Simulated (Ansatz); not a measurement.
Reactions of `O[SiH2]O`.

Program: Ansatz. Geometries: PBE0-D4/def2-TZVP. ΔE: electronic, gas phase. CCSD(T)/CBS adds triple-zeta CCSD(T) − MP2 to the extrapolated MP2 energy (def2 sets, frozen cores). This one scheme is used for every species, atoms too. Open shells (•) are unrestricted, without spin–orbit coupling. Spin–orbit coupling would lower the free atoms: a little for O, Si. For Zn outer-core shells are correlated without core-valence functions, so the limit isn't a true one: a few kJ/mol of doubt a bond, and 10 to 20 or more in all where bonds break to atoms. Scalar relativity is left out up to krypton. One conformer a species, not always the lowest.

Problem. Order these by ΔE at CCSD(T)/CBS, lowest first. (An estimate is asked.)
A. `O[SiH2]O` + `[NH2][ZnH]` → `O[SiH2][NH][ZnH]` + H₂O
B. `O[SiH2]O` + `FBS` → `O[SiH2]SBF` + H₂O
C. `O[SiH2]O` + `F[Si](S)(Cl)Cl` → `O[SiH2]S[Si](F)(Cl)Cl` + H₂O
D. `O[SiH2]O` → 4 H• + 2 O• + Si•
E. `O[SiH2]O` → H• + `O[SiH]O`•
F. `O[SiH2]O` + `[CH3]`• → `[O][SiH2]O`• + CH₄

Solution. A (+4.4 kcal/mol), C (+7.3 kcal/mol), B (+10.6 kcal/mol), F (+15.0 kcal/mol), E (+101.1 kcal/mol), D (+610.6 kcal/mol).

Largest T1 diagnostic: 0.019, for `[O][SiH2]O`•.
